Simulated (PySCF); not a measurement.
Peak assignment

Atom-mapped SMILES (the numbers label the heavy atoms): `[CH3:1][O:2][C:3](=[O:4])[c:5]1[n:6][cH:7][n:8]([SiH3:9])[n:10]1`; H(Xn) means a hydrogen on atom n.

[PySCF 2.14: shielding tensors at KT3/pcSseg-1 (GIAO); PBE0-D3(BJ)/def2-SVP structure; single conformer; one averaged value for each set of equivalent atoms; relativity neglected; isolated molecule]

References, each an isolated molecule treated in the same way: TMS for 13C (σref 182.31) and 1H (σref 31.32).

Task: Assign these signals to the numbered atoms. 13C{1H} NMR (computed): δ 151.9, 150.9, 141.5, 51.3.

Result: 
151.9 → C3, ester carbonyl carbon: lone-pair donation from the attached heteroatom keeps it upfield of a ketone carbonyl
150.9 → C5, substituted aromatic carbon next to a ring nitrogen
141.5 → C7, aromatic CH between two ring heteroatoms
51.3 → C1, methyl carbon bonded to O: pulled downfield by the heteroatom

C3 and C5 lie closer than the usual error of such a calculation, so a measured spectrum could show them in the other order.

Task: Assign these signals to the numbered atoms. 1H NMR (500 MHz, computed): δ 7.86 (s, 1H), 4.99 (s, 3H), 3.84 (s, 3H).

Result: 
7.86 → H(C7), hydrogen on an aromatic CH between two ring heteroatoms: aromatic region
4.99 → H(Si9), hydrogen on a silicon bonded to N
3.84 → H(C1), hydrogen on a methyl carbon bonded to O: its carbon carries O, an electronegative neighbour

Shifts are as computed, not scaled to solution data. Of 1328 compounds with measured shifts, 309 miss one by over three times the rms of a fit or turn the order of signals round; such compounds aren't used in these exercises. Signals without a measured value on file couldn't be tested in this way. No couplings were computed; multiplicities are counted from neighbouring protons, with m where these are inequivalent, close in shift, in a saturated or five-membered ring or joined by F or P, and br s for small geminal =CH2 splittings.
